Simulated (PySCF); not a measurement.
## Polarisability and C₆ of Al⁺ (aluminium, charge +1)

[Ne] 3s1 3p1, high-spin 3P determinant (an excited configuration). All numbers are calculated (PySCF 2.14, no relativity, point nucleus, in aug-cc-pV(Q+d)Z (7s6p5d3f2g, 89 functions)). Coupled (time-dependent) response in atomic units; α is the mean over directions.

```csv
method,mean α (bohr³),"α xx, yy, zz",C₆ (like pair),S(−4)
UHF,25.25,"26.16, 23.44, 26.16",128.1,368.2
PBE,25.05,"25.00, 25.13, 25.00",125.5,372.7
PBE0,24.94,"25.21, 24.40, 25.21",125.0,365.9
BLYP,24.62,"24.21, 25.44, 24.21",122.0,363.2
```

S(−4) is the Cauchy moment in α(ω) = α(0) + S(−4) ω² + …

α(iu) at PBE:

```json
{"u (hartree)": "0", "α(iu) (bohr³)": "25.05"}
{"u (hartree)": "0.0500", "α(iu) (bohr³)": "24.15"}
{"u (hartree)": "0.100", "α(iu) (bohr³)": "21.82"}
{"u (hartree)": "0.200", "α(iu) (bohr³)": "15.82"}
{"u (hartree)": "0.300", "α(iu) (bohr³)": "10.95"}
{"u (hartree)": "0.500", "α(iu) (bohr³)": "5.650"}
{"u (hartree)": "0.750", "α(iu) (bohr³)": "3.025"}
{"u (hartree)": "1.00", "α(iu) (bohr³)": "1.908"}
{"u (hartree)": "1.50", "α(iu) (bohr³)": "1.012"}
{"u (hartree)": "2.00", "α(iu) (bohr³)": "0.6632"}
{"u (hartree)": "3.00", "α(iu) (bohr³)": "0.3794"}
{"u (hartree)": "5.00", "α(iu) (bohr³)": "0.1903"}
```

For an ion, C₆ is the dispersion term alone; charge-induced terms of lower order in 1/R come first.

The components differ because the open shell of this determinant is not spherical; for a pure term their mean is the scalar polarisability.
